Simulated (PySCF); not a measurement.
Assigning NMR signals

Geometry:
```tsv
atom	x (Å)	y (Å)	z (Å)
C1	2.145	0.403	-1.715
C2	1.158	-0.268	-0.773
O3	1.814	-0.403	0.504
C4	1.433	-1.400	1.277
O5	0.616	-2.236	1.033
O6	0.034	0.494	-0.648
Si7	-1.455	0.073	-0.082
C8	-1.569	0.157	1.815
N9	-2.389	1.267	-0.895
H10	2.396	1.385	-1.324
H11	3.046	-0.196	-1.800
H12	1.681	0.512	-2.690
H13	0.905	-1.284	-1.116
H14	2.013	-1.359	2.217
H15	-1.835	-1.248	-0.584
H16	-1.202	-0.751	2.284
H17	-0.998	0.992	2.216
H18	-2.600	0.286	2.129
H19	-1.921	2.043	-1.331
H20	-3.277	1.545	-0.518
```

[PySCF 2.14.0 with density-fitted response routines: GIAO PBE0/pcSseg-1 shieldings; GFN2-xTB geometry; non-relativistic; gas phase; a single conformation; rapidly exchanging positions averaged]

Scale: TMS for 13C (186.93 ppm) and 1H (31.72 ppm) (reference shieldings calculated alike).

**Question.** Assign these signals to the numbered atoms. 13C{1H} NMR (computed): δ 167.7 (CH), 90.6 (CH), 25.5 (CH3), 3.9 (CH3).

**Answer.** 
| δ (ppm) | atoms | environment | reason |
| --- | --- | --- | --- |
| 167.7 | C4 | ester carbonyl carbon | lone-pair donation from the attached heteroatom keeps it upfield of a ketone carbonyl |
| 90.6 | C2 | sp3 carbon bearing two oxygens | 2 electronegative neighbours deshield it |
| 25.5 | C1 | methyl carbon | a saturated carbon with 1 carbon neighbour and no heteroatom attached |
| 3.9 | C8 | methyl carbon bonded to Si | an electropositive neighbour leaves it electron-rich and shielded |

**Question.** Assign these signals to the numbered atoms. 1H NMR (500 MHz, computed): δ 8.16 (s, 1H), 6.58 (q, 1H), 5.48 (q, 1H), 1.51 (d, 3H), 0.13 (d, 3H), 0.07 (br s, 2H).

**Answer.** 
8.16 → H14, hydrogen on an ester carbonyl carbon
6.58 → H13, hydrogen on an sp3 carbon bearing two oxygens: its carbon carries O, which withdraws density
5.48 → H15, hydrogen on a silicon bonded to C, N, O
1.51 → H10/H11/H12, hydrogen on a methyl carbon
0.13 → H16/H17/H18, hydrogen on a methyl carbon bonded to Si: an electropositive neighbour shields it, as in TMS itself
0.07 → H19/H20, hydrogen on a nitrogen bonded to Si: exchangeable; this is the value without hydrogen bonding to other molecules

H16/H17/H18 and H19/H20 lie closer than the usual error of such a calculation, so a measured spectrum could show them in the other order.

OH and NH positions are those of a molecule without intermolecular hydrogen bonds; in solution they move with solvent, concentration and temperature, and exchange usually removes their couplings. Shifts are as computed. Against solution values, carbons near 30 ppm lie about +3 ppm off and those near 130 ppm about +5 ppm. Of 1309 compounds with measured shifts, 239 miss one by over three times the rms of a fit or turn the order of signals round; such compounds aren't used in these exercises. Multiplicities follow the n + 1 count of equivalent neighbours, as no J values were calculated; m marks all less simple cases, F and P coupling included.
